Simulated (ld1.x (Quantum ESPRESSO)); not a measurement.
## u(r) = r·R(r): atom against pseudo-atom (erbium)

Columns: radius, all-electron u(r) and pseudo u(r) of the 4d shell (level -198.60 eV) of erbium in the configuration [Kr] 4d10 4f11 5s2 5p6 5d0 6s0 6p0; LDA (PZ), scalar-relativistic, ultrasoft scheme, ld1.x (Quantum ESPRESSO) 7.5.

```csv
r (bohr),all-electron,pseudo
0.172,0.6902,-0.0066
0.344,-0.9237,-0.0464
0.516,-1.4580,-0.1264
0.688,-1.1948,-0.2200
0.860,-0.8013,-0.2841
1.032,-0.4919,-0.2889
1.204,-0.2885,-0.2366
1.376,-0.1648,-0.1591
1.548,-0.0926,-0.0926
1.720,-0.0514,-0.0514
1.892,-0.0284,-0.0284
2.064,-0.0155,-0.0155
2.236,-0.0085,-0.0085
2.408,-0.0046,-0.0046
2.580,-0.0025,-0.0025
2.752,-0.0013,-0.0013
2.924,-0.0007,-0.0007
3.096,-0.0004,-0.0004
3.268,-0.0002,-0.0002
3.440,-0.0001,-0.0001
3.612,-0.0001,-0.0001
3.784,-0.0000,-0.0000
3.956,-0.0000,-0.0000
4.128,-0.0000,-0.0000
4.300,-0.0000,-0.0000
4.472,-0.0000,-0.0000
```

(1) How many radial nodes do the two functions have?

(2) At about which radius was the pseudo-wave matched?

(3) Is the pseudo-wave norm-conserving?

Results:

(1) The all-electron 4d function has n − l − 1 = 1; the pseudo-wave has 0, since the states of the same l below it are removed with the core.

(2) 1.60 bohr, where the columns begin to agree (steps of 0.17 bohr).

(3) No, it belongs to an ultrasoft set: the norm inside the radius is not constrained, and the difference is carried by the augmentation charge.
